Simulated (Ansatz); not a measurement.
Mulliken charges of `[OH][Ti]([OH])([I])[I]` from B3LYP/def2-TZVPP in Ansatz (PBE0-D4/def2-TZVP geometry).

| atom | x (Å) | y (Å) | z (Å) | charge (e) |
| --- | --- | --- | --- | --- |
| O1 | -0.899 | -0.074 | 1.191 | -0.453 |
| Ti2 | 0.039 | 0.123 | -0.278 | 0.756 |
| O3 | 1.487 | -0.883 | -0.215 | -0.436 |
| I4 | -1.420 | -0.551 | -2.287 | -0.135 |
| I5 | 0.690 | 2.600 | -0.517 | -0.135 |
| H6 | -1.698 | 0.209 | 1.638 | 0.203 |
| H7 | 1.864 | -1.493 | 0.423 | 0.200 |

Q: By hand: the dipole of these point charges (1 e Å = 4.8032 D).

A: Σ q r = (-0.085, -0.021, 0.140) e Å, of length 0.165 e Å = 0.79 D.

Q: How does the dipole of the full density compare? (An estimate is asked.)

A: Computed: (-0.059, -0.284, 0.576) e Å, 3.10 D; the point charges give 0.25 times that, at 31° from its direction.

Point charges leave out the atoms' own dipoles, such as those of lone pairs, and Mulliken's split depends on the basis, so the two needn't agree.

B3LYP here is the variant with VWN-RPA as its local correlation; programs differ in this.
